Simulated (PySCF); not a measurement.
## Removing the step error of a finite difference

System: C$_{3}$H$_{11}$BSi (SMILES B[Si](C)(C)C), singlet, geometry from GFN2-xTB. Level: PySCF with PBE0/6-31G, polarisability. Sums are taken with unrounded values, so a last digit can differ.

Second differences of the energy in a field along z gave a polarisability along z of 65.537 bohr³ at step 0.02 and 66.105 bohr³ at step 0.05 (atomic units).

Extrapolate to zero step.

The leading error of a symmetric difference goes as h², so A(h) = A0 + c h². Then c = (66.105 - (65.537))/(0.05² - 0.02²) = 271 (atomic units) and A0 = 65.537 - c × 0.02² = 65.428 bohr³. The analytic value from the same program and level is 65.437 bohr³: the smaller step missed it by 0.099, the extrapolation by -0.009.
